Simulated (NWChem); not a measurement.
All runs are NWChem calculations. System: H$_{4}$ClFOSi$_{2}$, charge 0, spin multiplicity 1, at a geometry optimised with PBE0/def2-SVP. The structure started from a generated list of species. Level: PBE/3-21G.

Input file:

```
start mol
memory heap 200 mb stack 800 mb global 1000 mb
geometry units angstroms nocenter noautoz noautosym
  F      1.138946     1.062650     1.417513
  Si     0.597533    -0.292415     0.735059
  Cl     1.605582    -0.516114    -1.035403
  O     -0.997200    -0.155035     0.454615
  Si    -2.219490     0.327106    -0.579071
  H      0.875609    -1.420379     1.638574
  H     -2.199329     1.810500    -0.724275
  H     -3.508810    -0.111174     0.020362
  H     -2.027895    -0.314236    -1.911183
end
basis spherical
  * library 3-21g
end
dft
  xc xpbe96 cpbe96
  semidirect memsize 60000000 filesize 0
  iterations 100
end
task dft energy
```

NWChem printed:

```
             Northwest Computational Chemistry Package (NWChem) 7.3.0
             --------------------------------------------------------

                                NWChem Input Module
                                -------------------

 Scaling coordinates for geometry "geometry" by  1.889725989
 (inverse scale =  0.529177249)

                             Geometry "geometry" -> ""
                             -------------------------

 Output coordinates in angstroms (scale by  1.889725989 to convert to a.u.)

  No.       Tag          Charge          X              Y              Z
 ---- ---------------- ---------- -------------- -------------- --------------
    1 F                    9.0000     1.13894600     1.06265000     1.41751300
    2 Si                  14.0000     0.59753300    -0.29241500     0.73505900
    3 Cl                  17.0000     1.60558200    -0.51611400    -1.03540300
    4 O                    8.0000    -0.99720000    -0.15503500     0.45461500
    5 Si                  14.0000    -2.21949000     0.32710600    -0.57907100
    6 H                    1.0000     0.87560900    -1.42037900     1.63857400
    7 H                    1.0000    -2.19932900     1.81050000    -0.72427500
    8 H                    1.0000    -3.50881000    -0.11117400     0.02036200
    9 H                    1.0000    -2.02789500    -0.31423600    -1.91118300

 Effective nuclear repulsion energy (a.u.)     371.1068364699

            Nuclear Dipole moment (a.u.)
            ----------------------------
        X                 Y               Z
 ---------------- ---------------- ----------------
    -0.0000283459     0.0000321253    -0.0000075589


 Summary of "ao basis" -> "" (spherical)
 ------------------------------------------------------------------------------
       Tag                 Description            Shells   Functions and Types
 ---------------- ------------------------------  ------  ---------------------
 *                           3-21g                    on all atoms

  pbe96 is a nonlocal functional; adding pw91lda local functional.

                                 NWChem DFT Module
                                 -----------------

 Summary of "ao basis" -> "ao basis" (spherical)
 ------------------------------------------------------------------------------
       Tag                 Description            Shells   Functions and Types
 ---------------- ------------------------------  ------  ---------------------
 F                           3-21g                   5        9   3s2p
 Si                          3-21g                   7       13   4s3p
 Cl                          3-21g                   7       13   4s3p
 O                           3-21g                   5        9   3s2p
 H                           3-21g                   2        2   2s

 Summary of "ao basis" -> "ao basis" (spherical)
 ------------------------------------------------------------------------------
       Tag                 Description            Shells   Functions and Types
 ---------------- ------------------------------  ------  ---------------------
 F                           3-21g                   5        9   3s2p
 Si                          3-21g                   7       13   4s3p
 Cl                          3-21g                   7       13   4s3p
 O                           3-21g                   5        9   3s2p
 H                           3-21g                   2        2   2s

            General Information
            -------------------
          SCF calculation type: DFT
          Wavefunction type:  closed shell.
          No. of atoms     :     9
          No. of electrons :    66
           Alpha electrons :    33
            Beta electrons :    33
          Charge           :     0
          Spin multiplicity:     1
          Use of symmetry is: off; symmetry adaption is: off
          Maximum number of iterations: 100
          AO basis - number of functions:    65
                     number of shells:    39
          Convergence on energy requested:  1.00D-06
          Convergence on density requested:  1.00D-05
          Convergence on gradient requested:  5.00D-04

              XC Information
              --------------
          PerdewBurkeErnzerhof Exchange Functional  1.000
            Perdew 1991 LDA Correlation Functional  1.000 local
           PerdewBurkeErnz. Correlation Functional  1.000 non-local

             Grid Information
             ----------------
          Grid used for XC integration:  medium
          Radial quadrature: Mura-Knowles
          Angular quadrature: Lebedev.
          Tag              B.-S. Rad. Rad. Pts. Rad. Cut. Ang. Pts.
          ---              ---------- --------- --------- ---------
          F                   0.50       49          12.0       434
          Si                  1.10       88          10.0       590
          Cl                  1.00       88          12.0       590
          O                   0.60       49           8.0       434
          H                   0.35       45          12.0       434
          Grid pruning is: on
          Number of quadrature shells:   542
          Spatial weights used:  Erf1

          Convergence Information
          -----------------------
          Convergence aids based upon iterative change in
          total energy or number of iterations.
          Levelshifting, if invoked, occurs when the
          HOMO/LUMO gap drops below (HL_TOL):  1.00D-02
          DIIS, if invoked, will attempt to extrapolate
          using up to (NFOCK): 10 stored Fock matrices.

                    Damping( 0%)  Levelshifting(0.5)       DIIS
                  --------------- ------------------- ---------------
          dE  on:    start            ASAP                start
          dE off:    2 iters        100 iters           100 iters

      Screening Tolerance Information
      -------------------------------
          Density screening/tol_rho:  1.00D-10
          AO Gaussian exp screening on grid/accAOfunc:  14
          CD Gaussian exp screening on grid/accCDfunc:  20
          XC Gaussian exp screening on grid/accXCfunc:  20
          Schwarz screening/accCoul:  1.00D-08

      Superposition of Atomic Density Guess
      -------------------------------------

 Sum of atomic energies:       -1207.16153420

      Non-variational initial energy
      ------------------------------

 Total energy =   -1208.312937
 1-e energy   =   -2413.832344
 2-e energy   =     834.412571
 HOMO         =      -0.390615
 LUMO         =       0.057421

------------------------------------------------------------
EAF file 0: "./mol.aoints.0" size=524288 bytes
------------------------------------------------------------
               write      read    awrite     aread      wait
               -----      ----    ------     -----      ----
     calls:        1         0         0         0         0
   data(b): 5.24e+05  0.00e+00  0.00e+00  0.00e+00
   time(s): 0.00e+00  0.00e+00  0.00e+00  0.00e+00  0.00e+00
rate(mb/s): 0.00e+00  0.00e+00
------------------------------------------------------------

   convergence    iter        energy       DeltaE   RMS-Dens  Diis-err    time
 ---------------- ----- ----------------- --------- --------- ---------  ------
 d= 0,ls=0.0,diis     1  -1209.7269069616 -1.58D+03  3.79D-02  1.22D+00     1.6
 d= 0,ls=0.0,diis     2  -1209.5404152191  1.86D-01  2.38D-02  3.48D+00     2.2
 d= 0,ls=0.0,diis     3  -1209.8588844440 -3.18D-01  6.29D-03  1.07D-01     2.7
 d= 0,ls=0.0,diis     4  -1209.8657097361 -6.83D-03  2.86D-03  3.23D-02     3.1
 d= 0,ls=0.0,diis     5  -1209.8702977605 -4.59D-03  7.18D-04  3.57D-03     3.7
  Resetting Diis
 d= 0,ls=0.0,diis     6  -1209.8705815904 -2.84D-04  2.68D-04  4.01D-04     4.3
 d= 0,ls=0.0,diis     7  -1209.8706204657 -3.89D-05  1.29D-04  1.37D-05     4.9
 d= 0,ls=0.0,diis     8  -1209.8706183134  2.15D-06  7.74D-05  3.72D-05     5.5
 d= 0,ls=0.0,diis     9  -1209.8706222358 -3.92D-06  1.72D-05  2.22D-06     6.2
 d= 0,ls=0.0,diis    10  -1209.8706224500 -2.14D-07  3.36D-06  4.82D-08     6.8

         Total DFT energy =    -1209.870622449956
      One electron energy =    -2414.699876952521
           Coulomb energy =      923.581284450172
    Exchange-Corr. energy =      -89.858866417526
 Nuclear repulsion energy =      371.106836469920

 Numeric. integr. density =       66.000012255429

     Total iterative time =      6.6s

                       DFT Final Molecular Orbital Analysis
                       ------------------------------------

 Vector   31  Occ=2.000000D+00  E=-2.991037D-01
              MO Center=  1.5D+00, -5.3D-01, -7.2D-01, r^2= 2.2D+00
   Bfn.  Coefficient  Atom+Function         Bfn.  Coefficient  Atom+Function
  ----- ------------  ---------------      ----- ------------  ---------------
    30      0.512229  3 Cl py                34      0.417532  3 Cl py
    59      0.245656  6 H  s                 26     -0.239043  3 Cl py
    31     -0.221183  3 Cl pz                35     -0.176672  3 Cl pz
    29     -0.156514  3 Cl px                33     -0.130488  3 Cl px
    58      0.111320  6 H  s                 27      0.102982  3 Cl pz

 Vector   32  Occ=2.000000D+00  E=-2.826188D-01
              MO Center= -1.3D+00,  9.1D-02,  1.6D-01, r^2= 3.5D+00
   Bfn.  Coefficient  Atom+Function         Bfn.  Coefficient  Atom+Function
  ----- ------------  ---------------      ----- ------------  ---------------
    43      0.360220  4 O  py                39      0.306932  4 O  py
    61     -0.286235  7 H  s                 63      0.281192  8 H  s
    44     -0.209058  4 O  pz                42      0.193943  4 O  px
    40     -0.181636  4 O  pz                59      0.178612  6 H  s
    38      0.156756  4 O  px                60     -0.147567  7 H  s

 Vector   33  Occ=2.000000D+00  E=-2.812912D-01
              MO Center= -7.2D-01, -7.0D-02, -2.7D-01, r^2= 3.9D+00
   Bfn.  Coefficient  Atom+Function         Bfn.  Coefficient  Atom+Function
  ----- ------------  ---------------      ----- ------------  ---------------
    44      0.334642  4 O  pz                65      0.306275  9 H  s
    40      0.285364  4 O  pz                29     -0.267282  3 Cl px
    43      0.263163  4 O  py                33     -0.227725  3 Cl px
    39      0.224275  4 O  py                61     -0.185511  7 H  s
    64      0.150753  9 H  s                 25      0.123417  3 Cl px

 Vector   34  Occ=0.000000D+00  E=-2.251811D-02
              MO Center= -1.3D+00,  1.3D-01, -2.6D-01, r^2= 5.2D+00
   Bfn.  Coefficient  Atom+Function         Bfn.  Coefficient  Atom+Function
  ----- ------------  ---------------      ----- ------------  ---------------
    41      0.745975  4 O  s                 55     -0.648754  5 Si px
    57     -0.513191  5 Si pz                19     -0.453339  2 Si s
    59      0.299477  6 H  s                 15     -0.233798  2 Si s
    56      0.223719  5 Si py                51     -0.201339  5 Si px
    53     -0.186311  5 Si pz                44     -0.180726  4 O  pz

 Vector   35  Occ=0.000000D+00  E= 6.760037D-03
              MO Center=  3.1D-01, -3.0D-01,  9.2D-02, r^2= 5.4D+00
   Bfn.  Coefficient  Atom+Function         Bfn.  Coefficient  Atom+Function
  ----- ------------  ---------------      ----- ------------  ---------------
    19      0.980044  2 Si s                 32     -0.664546  3 Cl s
    22     -0.619496  2 Si pz                35     -0.558960  3 Cl pz
    55     -0.554387  5 Si px                59     -0.378495  6 H  s
    20      0.359703  2 Si px                63     -0.335529  8 H  s
    18     -0.323825  2 Si pz                31     -0.293239  3 Cl pz

 Vector   36  Occ=0.000000D+00  E= 2.650135D-02
              MO Center=  4.8D-01, -1.1D-01,  7.5D-01, r^2= 4.5D+00
   Bfn.  Coefficient  Atom+Function         Bfn.  Coefficient  Atom+Function
  ----- ------------  ---------------      ----- ------------  ---------------
    21     -0.622875  2 Si py                 6      0.571346  1 F  s
    22     -0.538428  2 Si pz                20     -0.490296  2 Si px
    65      0.461537  9 H  s                 57      0.337273  5 Si pz
    56      0.297423  5 Si py                17     -0.270468  2 Si py
     8     -0.258950  1 F  py                41     -0.257338  4 O  s

 center of mass
 --------------
 x =   0.13876064 y =   0.00866643 z =   0.01999639

 moments of inertia (a.u.)
 ------------------
         544.060405454351         117.793316629958         -72.555936515312
         117.793316629958        1465.460796755647        -113.538252302826
         -72.555936515312        -113.538252302826        1221.258798692919

     Multipole analysis of the density
     ---------------------------------

     L   x y z        total         alpha         beta         nuclear
     -   - - -        -----         -----         ----         -------
     0   0 0 0     -0.000000    -33.000000    -33.000000     66.000000

     1   1 0 0     -0.740885     -0.370428     -0.370428     -0.000028
     1   0 1 0     -0.192966     -0.096499     -0.096499      0.000032
     1   0 0 1      0.149554      0.074781      0.074781     -0.000008

     2   2 0 0    -38.369611   -303.881876   -303.881876    569.394140
     2   1 1 0     -1.172593     32.921575     32.921575    -67.015744
     2   1 0 1      2.625845    -23.000109    -23.000109     48.626063
     2   0 2 0    -38.993910    -60.537810    -60.537810     82.081710
     2   0 1 1     -1.876066    -24.821593    -24.821593     47.767121
     2   0 0 2    -39.643646   -121.746996   -121.746996    203.850346

 Task  times  cpu:        6.8s     wall:        6.8s

 Total times  cpu:        6.9s     wall:        6.9s
```
